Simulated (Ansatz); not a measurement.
Question: Name a neutral molecule of B, C, F and H with HOMO energy (ωB97M-V/def2-TZVPP) between -11.45 and -11.15 eV and HOMO–LUMO gap (B3LYP/def2-TZVPP) between 6.90 and 7.20 eV (Ansatz, PBE0-D4/def2-TZVP geometry).

Answer: `BCC(C)F` (-11.32 eV, 7.00 eV); `FCBCF` (-11.28 eV, 6.99 eV). Other molecules can fit too; these were computed, each in one conformer that needn't be the lowest.

B3LYP here is the variant with VWN-RPA as its local correlation; programs differ in this.
